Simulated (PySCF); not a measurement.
## Reading a saddle point

A first-order saddle point of BNH₃OF, singlet, PBE0-D4/def2-TZVP, with one imaginary mode of 1544i cm⁻¹:

```
7
angstrom
B -0.5123 0.5289 0.3752
N 0.5010 -0.5291 -0.1824
O -0.9605 1.0804 -0.7085
H -0.0619 0.1336 -1.0671
F -0.7290 0.6815 1.6736
H 1.4883 -0.3845 -0.0102
H 0.2742 -1.5108 -0.0806
```

PySCF 2.14 with density fitting (its default auxiliary sets; JK sets also for MP2 and CCSD(T)); basis: def2-TZVPP and def2-QZVPP; cores frozen in the correlated methods. Extrapolation: Hartree–Fock as exp(−7.88 √X), correlation as X^−2.97.

**Question.** Which contacts change along the imaginary mode, and what lies on either side? (Judge from chemistry; the calculation decides.)

**Answer.** Computed: The step is BNH₃OF ([NH2][B]([OH])[F]) → BOF + NH₃ (still joined by a long B–N bond), with the molecules in contact on both sides. Shortening one way: N2–H4; lengthening the same way: B1–N2, O3–H4.
| pair | one side (Å) | saddle (Å) | other side (Å) |
| --- | --- | --- | --- |
| N2–H4 | 2.60 | 1.24 | 1.02 |
| B1–N2 | 1.41 | 1.57 | 1.66 |
| O3–H4 | 0.96 | 1.35 | 2.50 |

**Question.** Which side is lower, and how far does the saddle lie above each? (To be estimated.)

**Answer.** By the calculation: The side with B1–N2, O3–H4 short is lower by 31.45 kcal/mol; the saddle lies 50.59 kcal/mol above it and 19.15 kcal/mol above the other (CCSD(T) at an estimated basis limit (MP2 extrapolated from triple and quadruple zeta, plus CCSD(T) − MP2 in triple zeta); electronic energies).

T1 diagnostic: at most 0.015.

Labels in which every atom is bracketed show which atoms are joined, not bond orders.

For scale, one of the runs: CCSD(T)/def2-TZVPP, 166 basis functions, launched by `OMP_NUM_THREADS=4 python run.py`. Time: 2.8 min of wall clock on 4 CPU threads of an Arm Neoverse V2; the host was shared. Peak host memory: 1.6 GiB.
